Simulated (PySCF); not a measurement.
C4H5NO. Atoms are numbered in the order given.

```xyz
11

C     -1.0378     0.9003     0.0000
C     -1.3377    -0.4059     0.0000
N     -0.3593    -1.4174     0.0000
C      0.8516    -1.0240     0.0000
O      1.3159     0.2367     0.0000
C      0.3955     1.3495     0.0000
H     -1.8149     1.6687     0.0000
H     -2.3733    -0.7564     0.0000
H      1.6850    -1.7374     0.0000
H      0.6309     1.9673    -0.8870
H      0.6309     1.9673     0.8870
```

Geometry: B3LYP-D3(BJ)/def2-SVP. A frequency run showed that this geometry is not a minimum. Other conformers were not sampled.

The numbers are results of r2SCAN/def2-TZVP run with PySCF, not measurements.

Symmetry labels are those of the subgroup Cs that the program uses (full group Cs).

Computed valence orbital energies around the gap with their symmetry:
```csv
orbital,symmetry,energy (eV)
HOMO−7,A',-12.06
HOMO−6,A',-10.97
HOMO−5,A',-10.53
HOMO−4,A",-9.83
HOMO−3,A',-8.58
HOMO−2,A",-8.42
HOMO−1,A',-6.58
HOMO,A",-5.53
LUMO,A",-1.74
LUMO+1,A",1.15
LUMO+2,A',1.28
LUMO+3,A',1.75
```
